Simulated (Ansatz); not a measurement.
Abridged output of a molecular run in Ansatz:

```
Functional definition: HF
1470 factors; integrals over basis functions are off by at most 1.1e-3 eV
mean field evaluation 1: about -16360.8266 eV, gradient 3.3e1 eV
mean field evaluation 2: about -16361.0432 eV, gradient 3.2e1 eV
mean field evaluation 4: about -16364.1246 eV, gradient 3.4e0 eV
mean field evaluation 8: about -16364.1699 eV, gradient 2.0e-1 eV
mean field -16364.17011811 eV, -601.3721598075 hartree, gradient 1.7e-6 eV, S^2 0.000000; 0 other end points of the search recorded, 0 dependent functions left out
9 core orbitals not correlated: weight in the atoms' cores, before any rotation towards them, 1.000 or more for the frozen orbitals, at most 0.000 for the correlated occupied ones
reference -16364.17011811 eV, -601.3721598075 hartree; 14, 14 occupied and 227, 227 virtual orbitals, 1470 factors
second order -21.28426094 eV of doubles, -0.00000000 eV of singles
cycle   1  -22.07424835 eV  change   -7.9e-1 eV  update   9.7e-2
cycle   2  -22.60261786 eV  change   -5.3e-1 eV  update   2.9e-2
cycle   3  -22.70649254 eV  change   -1.0e-1 eV  update   1.5e-2
cycle   4  -22.69881380 eV  change    7.7e-3 eV  update   4.2e-3
cycle   5  -22.69811156 eV  change    7.0e-4 eV  update   2.3e-3
cycle   6  -22.69868084 eV  change   -5.7e-4 eV  update   7.7e-4
cycle   7  -22.69853824 eV  change    1.4e-4 eV  update   3.3e-4
cycle   8  -22.69858701 eV  change   -4.9e-5 eV  update   9.9e-5
cycle   9  -22.69860386 eV  change   -1.7e-5 eV  update   3.5e-5
perturbative correction -1.00609282 eV, -0.0369732291 hartree
Total energy: -16387.87481478 eV, -602.2432913426 hartree
```

Its atoms:

Z-matrix (Å, degrees):
```
C
C 1 1.485
H 1 1.095 2 110.0
H 1 1.095 2 110.0 3 -116.4
H 1 1.088 2 112.9 3 121.8
C 2 1.345 1 127.7 3 -121.8
H 2 1.091 1 114.3 3 58.2
B 6 1.526 2 124.9 1 0.0
H 6 1.088 2 116.6 1 -180.0
Cl 8 1.756 6 119.4 2 -180.0
H 8 1.192 6 124.9 2 0.0
```

Which basis set was used?
A. cc-pV(D+d)Z
B. def2-SVP
C. def2-TZVPPD
D. def2-TZVPP

D. It gives 250 functions.

Write the keys of the input that set method, charge and spin (a neutral closed shell needs none for the last two).


```yaml
correlation: {method: ccsd_t}
```
